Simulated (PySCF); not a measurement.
# PySCF run on InO⁺

Input:

```python
from pyscf import gto, dft
from pyscf.geomopt.geometric_solver import optimize

mol = gto.M(
    atom='In 0 0 0; O 0 0 2.403',
    basis='def2-svp',
    ecp={'In': 'def2-svp'},
    charge=1,
    spin=2,
    verbose=4,
)
mf = dft.UKS(mol, xc='b3pw91')
mf.kernel()
g = mf.nuc_grad_method()
g.grid_response = True
mol_eq = optimize(g.as_scanner(), maxsteps=30)
print('optimised geometry (angstrom)')
print(mol_eq.tostring('raw'))
print('orbital energies (hartree):', [e[max(0, n-3):n+3].round(4) for e, n in zip(mf.mo_energy, mol.nelec)])
```

```bash
$ python input.py
```

Output (some set-up lines and the per-cycle HOMO/LUMO lines with their warnings removed):

```
PySCF version 2.14.0

[INPUT] verbose = 4
[INPUT] num. atoms = 2
[INPUT] num. electrons = 28
[INPUT] charge = 1
[INPUT] spin (= nelec alpha-beta = 2S) = 2
[INPUT] symmetry False subgroup None
[INPUT] Mole.unit = angstrom
[INPUT] Symbol           X                Y                Z      unit          X                Y                Z       unit  Magmom
[INPUT]  1 In     0.000000000000   0.000000000000   0.000000000000 AA    0.000000000000   0.000000000000   0.000000000000 Bohr   0.0
[INPUT]  2 O      0.000000000000   0.000000000000   2.403000000000 AA    0.000000000000   0.000000000000   4.541011877330 Bohr   0.0

nuclear repulsion = 36.9961595649438
number of shells = 16
number of NR pGTOs = 85
number of NR cGTOs = 40
basis = def2-svp
ecp = {'In': 'def2-svp'}

******** <class 'pyscf.dft.uks.UKS'> ********
method = UKS
initial guess = minao
damping factor = 0
level_shift factor = 0
DIIS = <class 'pyscf.scf.diis.CDIIS'>
diis_start_cycle = 1
diis_space = 8
diis_damp = 0
SCF conv_tol = 1e-09
SCF conv_tol_grad = None
SCF max_cycles = 50
direct_scf = True
direct_scf_tol = 1e-13
number electrons alpha = 15  beta = 13
XC library pyscf.dft.libxc version 7.0.0
    S. Lehtola, C. Steigemann, M. J.T. Oliveira, and M. A.L. Marques.,  SoftwareX 7, 1–5 (2018)
XC functionals = b3pw91
    A. D. Becke.,  J. Chem. Phys. 98, 5648 (1993)
radial grids:
    Treutler-Ahlrichs [JCP 102, 346 (1995); DOI:10.1063/1.469408] (M4) radial grids

becke partition: Becke, JCP 88, 2547 (1988); DOI:10.1063/1.454033
pruning grids: <function nwchem_prune>
grids dens level: 3
symmetrized grids: False
atomic radii adjust function: <function treutler_atomic_radii_adjust>
small_rho_cutoff = 0
Set gradient conv threshold to 3.16228e-05
tot grids = 35960
init E= -244.178635664704

cycle= 1 E= -264.374440288887  delta_E= -20.2  |g|= 1.19  |ddm|= 8.56

cycle= 2 E= -261.826757966186  delta_E= 2.55  |g|= 2.16  |ddm|= 3.53
cycle= 3 E= -264.716953466407  delta_E= -2.89  |g|= 0.667  |ddm|= 2.44
cycle= 4 E= -264.96876859495  delta_E= -0.252  |g|= 0.135  |ddm|= 0.598
cycle= 5 E= -264.97838073844  delta_E= -0.00961  |g|= 0.0219  |ddm|= 0.261
cycle= 6 E= -264.978628496765  delta_E= -0.000248  |g|= 0.00371  |ddm|= 0.0189
cycle= 7 E= -264.978639639652  delta_E= -1.11e-05  |g|= 0.000833  |ddm|= 0.00911
cycle= 8 E= -264.978640180852  delta_E= -5.41e-07  |g|= 7.84e-05  |ddm|= 0.00187
cycle= 9 E= -264.978640187374  delta_E= -6.52e-09  |g|= 1.04e-05  |ddm|= 0.000142
cycle= 10 E= -264.978640187521  delta_E= -1.47e-10  |g|= 1.29e-06  |ddm|= 2.56e-05
Extra cycle  E= -264.978640187524  delta_E= -3.07e-12  |g|= 5.87e-07  |ddm|= 4.17e-06
converged SCF energy = -264.978640187524  <S^2> = 2.0049453  2S+1 = 3.003295
Create scanner for <class 'pyscf.grad.uks.Gradients'>
Create scanner for <class 'pyscf.dft.uks.UKS'>
input.py

Current date and time:

#|     Arguments passed to driver run_optimizer():      |#
customengine              <pyscf.geomopt.geometric_solver.PySCFEngine object>
logIni                    <dir>
maxiter                   30
----------------------------------------------------------
Custom engine selected.
Bonds will be generated from interatomic distances less than 1.20 times sum of covalent radii
6 internal coordinates being used (instead of 6 Cartesians)
Internal coordinate system (atoms numbered from 1):
Distance 1-2
Translation-X 1-2
Translation-Y 1-2
Translation-Z 1-2
Rotation-A 1-2
Rotation-B 1-2
Rotation-C 1-2
<class 'geometric.internal.Distance'> : 1
<class 'geometric.internal.TranslationX'> : 1
<class 'geometric.internal.TranslationY'> : 1
<class 'geometric.internal.TranslationZ'> : 1
<class 'geometric.internal.RotationA'> : 1
<class 'geometric.internal.RotationB'> : 1
<class 'geometric.internal.RotationC'> : 1
> ===== Optimization Info: ====
> Job type: Energy minimization
> Maximum number of optimization cycles: 30
> Initial / maximum trust radius (Angstrom): 0.100 / 0.300
> Convergence Criteria:
> Will converge when all 5 criteria are reached:
>  |Delta-E| < 1.00e-06
>  RMS-Grad  < 3.00e-04
>  Max-Grad  < 4.50e-04
>  RMS-Disp  < 1.20e-03
>  Max-Disp  < 1.80e-03
> === End Optimization Info ===

Geometry optimization cycle 1
Cartesian coordinates (Angstrom)
 Atom        New coordinates             dX        dY        dZ
  In   0.000000   0.000000   0.000000    0.000000  0.000000  0.000000
   O   0.000000   0.000000   2.403000    0.000000  0.000000  0.000000

WARN: Mole.unit (angstrom) is changed to Bohr

New geometry
   1 In     0.000000000000   0.000000000000   0.000000000000 AA    0.000000000000   0.000000000000   0.000000000000 Bohr
   2 O      0.000000000000   0.000000000000   2.403000000000 AA    0.000000000000   0.000000000000   4.541011877330 Bohr

******** <class 'pyscf.scf.hf.UKS_Scanner'> ********
method = UKS_Scanner
initial guess = minao
damping factor = 0
level_shift factor = 0
DIIS = <class 'pyscf.scf.diis.CDIIS'>
diis_start_cycle = 1
diis_space = 8
diis_damp = 0
SCF conv_tol = 1e-09
SCF conv_tol_grad = None
SCF max_cycles = 50
direct_scf = True
direct_scf_tol = 1e-13
number electrons alpha = 15  beta = 13
XC library pyscf.dft.libxc version 7.0.0
    S. Lehtola, C. Steigemann, M. J.T. Oliveira, and M. A.L. Marques.,  SoftwareX 7, 1–5 (2018)
XC functionals = b3pw91
    A. D. Becke.,  J. Chem. Phys. 98, 5648 (1993)
radial grids:
    Treutler-Ahlrichs [JCP 102, 346 (1995); DOI:10.1063/1.469408] (M4) radial grids

becke partition: Becke, JCP 88, 2547 (1988); DOI:10.1063/1.454033
pruning grids: <function nwchem_prune>
grids dens level: 3
symmetrized grids: False
atomic radii adjust function: <function treutler_atomic_radii_adjust>
small_rho_cutoff = 0
Set gradient conv threshold to 3.16228e-05
tot grids = 35960
init E= -264.978640187524
cycle= 1 E= -264.978640187524  delta_E=    0  |g|= 4.27e-07  |ddm|= 1.83e-06
Extra cycle  E= -264.978640187524  delta_E= 5.68e-14  |g|= 3.91e-07  |ddm|= 1.09e-06
converged SCF energy = -264.978640187524  <S^2> = 2.0049454  2S+1 = 3.0032951

******** <class 'pyscf.grad.rhf.Gradients_Scanner'> for <class 'pyscf.scf.hf.UKS_Scanner'> ********
unit = Eh/Bohr
grid_response = True
--------------- UKS_Scanner gradients ---------------
         x                y                z
0 In    -0.0000000000    -0.0000000000     0.0294890386
1 O     0.0000000000     0.0000000000    -0.0294890386
----------------------------------------------
cycle 1: E = -264.978640188  dE = -264.979  norm(grad) = 0.0417038
Step    0 : Gradient = 2.949e-02/2.949e-02 (rms/max) Energy = -264.9786401875
Hessian Eigenvalues: 5.00000e-02 5.00000e-02 5.00000e-02 ... 5.00000e-02 5.00000e-02 6.30166e-02

Geometry optimization cycle 2
Cartesian coordinates (Angstrom)
 Atom        New coordinates             dX        dY        dZ
  In   0.000000   0.000000  -0.100000    0.000000  0.000000 -0.100000
   O  -0.000000  -0.000000   2.503000   -0.000000 -0.000000  0.100000
New geometry
   1 In     0.000000000000   0.000000000000  -0.100000000003 AA    0.000000000000   0.000000000000  -0.188972612463 Bohr
   2 O     -0.000000000000  -0.000000000000   2.503000000003 AA   -0.000000000000  -0.000000000000   4.729984489792 Bohr

******** <class 'pyscf.scf.hf.UKS_Scanner'> ********
method = UKS_Scanner
initial guess = minao
damping factor = 0
level_shift factor = 0
DIIS = <class 'pyscf.scf.diis.CDIIS'>
diis_start_cycle = 1
diis_space = 8
diis_damp = 0
SCF conv_tol = 1e-09
SCF conv_tol_grad = None
SCF max_cycles = 50
direct_scf = True
direct_scf_tol = 1e-13
number electrons alpha = 15  beta = 13
XC library pyscf.dft.libxc version 7.0.0
    S. Lehtola, C. Steigemann, M. J.T. Oliveira, and M. A.L. Marques.,  SoftwareX 7, 1–5 (2018)
XC functionals = b3pw91
    A. D. Becke.,  J. Chem. Phys. 98, 5648 (1993)
radial grids:
    Treutler-Ahlrichs [JCP 102, 346 (1995); DOI:10.1063/1.469408] (M4) radial grids

becke partition: Becke, JCP 88, 2547 (1988); DOI:10.1063/1.454033
pruning grids: <function nwchem_prune>
grids dens level: 3
symmetrized grids: False
atomic radii adjust function: <function treutler_atomic_radii_adjust>
small_rho_cutoff = 0
Set gradient conv threshold to 3.16228e-05
tot grids = 35960
init E= -264.970698768087
cycle= 1 E= -264.985612533359  delta_E= -0.0149  |g|= 0.0207  |ddm|= 0.101
cycle= 2 E= -264.985744924561  delta_E= -0.000132  |g|= 0.0189  |ddm|= 0.0644
cycle= 3 E= -264.985949349965  delta_E= -0.000204  |g|= 0.00154  |ddm|= 0.0238
cycle= 4 E= -264.985950986805  delta_E= -1.64e-06  |g|= 0.000226  |ddm|= 0.00287
cycle= 5 E= -264.985951018318  delta_E= -3.15e-08  |g|= 2.83e-05  |ddm|= 0.000309
cycle= 6 E= -264.98595102032  delta_E= -2e-09  |g|= 8.56e-06  |ddm|= 0.000124
cycle= 7 E= -264.985951020502  delta_E= -1.82e-10  |g|= 2.6e-06  |ddm|= 3.94e-05
Extra cycle  E= -264.985951020514  delta_E= -1.21e-11  |g|= 1.34e-06  |ddm|= 9.72e-06
converged SCF energy = -264.985951020514  <S^2> = 2.0050703  2S+1 = 3.0033783

******** <class 'pyscf.grad.rhf.Gradients_Scanner'> for <class 'pyscf.scf.hf.UKS_Scanner'> ********
unit = Eh/Bohr
grid_response = True
[part of the log left out]

Geometry optimization cycle 7
Cartesian coordinates (Angstrom)
 Atom        New coordinates             dX        dY        dZ
  In   0.000000   0.000000  -0.253579    0.000000  0.000000 -0.001790
   O  -0.000000  -0.000000   2.656579   -0.000000 -0.000000  0.001790
New geometry
   1 In     0.000000000000   0.000000000000  -0.253578579691 AA    0.000000000000   0.000000000000  -0.479194066672 Bohr
   2 O     -0.000000000000  -0.000000000000   2.656578579691 AA   -0.000000000000  -0.000000000000   5.020205944002 Bohr

******** <class 'pyscf.scf.hf.UKS_Scanner'> ********
method = UKS_Scanner
initial guess = minao
damping factor = 0
level_shift factor = 0
DIIS = <class 'pyscf.scf.diis.CDIIS'>
diis_start_cycle = 1
diis_space = 8
diis_damp = 0
SCF conv_tol = 1e-09
SCF conv_tol_grad = None
SCF max_cycles = 50
direct_scf = True
direct_scf_tol = 1e-13
number electrons alpha = 15  beta = 13
XC library pyscf.dft.libxc version 7.0.0
    S. Lehtola, C. Steigemann, M. J.T. Oliveira, and M. A.L. Marques.,  SoftwareX 7, 1–5 (2018)
XC functionals = b3pw91
    A. D. Becke.,  J. Chem. Phys. 98, 5648 (1993)
radial grids:
    Treutler-Ahlrichs [JCP 102, 346 (1995); DOI:10.1063/1.469408] (M4) radial grids

becke partition: Becke, JCP 88, 2547 (1988); DOI:10.1063/1.454033
pruning grids: <function nwchem_prune>
grids dens level: 3
symmetrized grids: False
atomic radii adjust function: <function treutler_atomic_radii_adjust>
small_rho_cutoff = 0
Set gradient conv threshold to 3.16228e-05
tot grids = 35960
init E= -264.988363062143
cycle= 1 E= -264.98860465903  delta_E= -0.000242  |g|= 0.000278  |ddm|= 0.00124
cycle= 2 E= -264.988604679934  delta_E= -2.09e-08  |g|= 0.000247  |ddm|= 0.000741
cycle= 3 E= -264.988604713096  delta_E= -3.32e-08  |g|= 1.6e-05  |ddm|= 0.000286
cycle= 4 E= -264.988604713294  delta_E= -1.97e-10  |g|= 2.86e-06  |ddm|= 3.37e-05
Extra cycle  E= -264.988604713298  delta_E= -4.49e-12  |g|= 2.22e-06  |ddm|= 6.77e-06
converged SCF energy = -264.988604713298  <S^2> = 2.0050572  2S+1 = 3.0033695

******** <class 'pyscf.grad.rhf.Gradients_Scanner'> for <class 'pyscf.scf.hf.UKS_Scanner'> ********
unit = Eh/Bohr
grid_response = True
--------------- UKS_Scanner gradients ---------------
         x                y                z
0 In    -0.0000000000    -0.0000000000     0.0000034382
1 O     0.0000000000     0.0000000000    -0.0000034382
----------------------------------------------
cycle 7: E = -264.988604713  dE = -2.50956e-07  norm(grad) = 4.8624e-06
Step    6 : Displace = 1.790e-03/1.790e-03 (rms/max) Trust = 3.000e-01 (=) Grad = 3.438e-06/3.438e-06 (rms/max) E (change) = -264.9886047133 (-2.510e-07) Quality = 1.034
Hessian Eigenvalues: 1.00998e-02 5.00000e-02 5.00000e-02 ... 5.00000e-02 5.00000e-02 5.00000e-02

Geometry optimization cycle 8
Cartesian coordinates (Angstrom)
 Atom        New coordinates             dX        dY        dZ
  In   0.000000   0.000000  -0.253669    0.000000  0.000000 -0.000090
   O  -0.000000  -0.000000   2.656669   -0.000000 -0.000000  0.000090
New geometry
   1 In     0.000000000000   0.000000000000  -0.253668652250 AA    0.000000000000   0.000000000000  -0.479364279141 Bohr
   2 O     -0.000000000000  -0.000000000000   2.656668652251 AA   -0.000000000000  -0.000000000000   5.020376156471 Bohr

******** <class 'pyscf.scf.hf.UKS_Scanner'> ********
method = UKS_Scanner
initial guess = minao
damping factor = 0
level_shift factor = 0
DIIS = <class 'pyscf.scf.diis.CDIIS'>
diis_start_cycle = 1
diis_space = 8
diis_damp = 0
SCF conv_tol = 1e-09
SCF conv_tol_grad = None
SCF max_cycles = 50
direct_scf = True
direct_scf_tol = 1e-13
number electrons alpha = 15  beta = 13
XC library pyscf.dft.libxc version 7.0.0
    S. Lehtola, C. Steigemann, M. J.T. Oliveira, and M. A.L. Marques.,  SoftwareX 7, 1–5 (2018)
XC functionals = b3pw91
    A. D. Becke.,  J. Chem. Phys. 98, 5648 (1993)
radial grids:
    Treutler-Ahlrichs [JCP 102, 346 (1995); DOI:10.1063/1.469408] (M4) radial grids

becke partition: Becke, JCP 88, 2547 (1988); DOI:10.1063/1.454033
pruning grids: <function nwchem_prune>
grids dens level: 3
symmetrized grids: False
atomic radii adjust function: <function treutler_atomic_radii_adjust>
small_rho_cutoff = 0
Set gradient conv threshold to 3.16228e-05
tot grids = 35960
init E= -264.988592567759
cycle= 1 E= -264.988604713641  delta_E= -1.21e-05  |g|= 1.26e-05  |ddm|= 6.23e-05
cycle= 2 E= -264.988604713695  delta_E= -5.31e-11  |g|= 1.09e-05  |ddm|= 3.59e-05
Extra cycle  E= -264.988604713714  delta_E= -1.94e-11  |g|= 9.7e-06  |ddm|= 2.51e-05
converged SCF energy = -264.988604713714  <S^2> = 2.0050569  2S+1 = 3.0033694

******** <class 'pyscf.grad.rhf.Gradients_Scanner'> for <class 'pyscf.scf.hf.UKS_Scanner'> ********
unit = Eh/Bohr
grid_response = True
--------------- UKS_Scanner gradients ---------------
         x                y                z
0 In     0.0000000000     0.0000000000     0.0000005490
1 O    -0.0000000000    -0.0000000000    -0.0000005490
----------------------------------------------
cycle 8: E = -264.988604714  dE = -4.1581e-10  norm(grad) = 7.76341e-07
Step    7 : Displace = 9.007e-05/9.007e-05 (rms/max) Trust = 3.000e-01 (=) Grad = 5.490e-07/5.490e-07 (rms/max) E (change) = -264.9886047137 (-4.158e-10) Quality = 0.711
Hessian Eigenvalues: 1.00998e-02 5.00000e-02 5.00000e-02 ... 5.00000e-02 5.00000e-02 5.00000e-02
Converged! =D

    #| If this code has benefited your research, please support us by citing: |#
    #| Wang, L.-P.; Song, C.C. (2016) "Geometry optimization made simple with |#
    #| translation and rotation coordinates", J. Chem, Phys. 144, 214108.     |#
    #|                                     |#
optimised geometry (angstrom)
In          0.00000000        0.00000000       -0.25366865
O          -0.00000000       -0.00000000        2.65666865
orbital energies (hartree): [array([-0.7216, -0.6746, -0.5321, -0.2735, -0.2735, -0.232 ]), array([-0.9996, -0.6309, -0.5197, -0.4254, -0.4254, -0.268 ])]
```

In short: E(SCF) = -264.978640 Eh, 10 cycles, ⟨S²⟩ = 2.005, all at the start geometry; optimised bond 2.910 Å with E = -264.988605 Eh after 8 steps.

Wall time 15 s on one thread of a shared host.

The last line lists the levels of the start geometry. No search for the lowest solution was made.
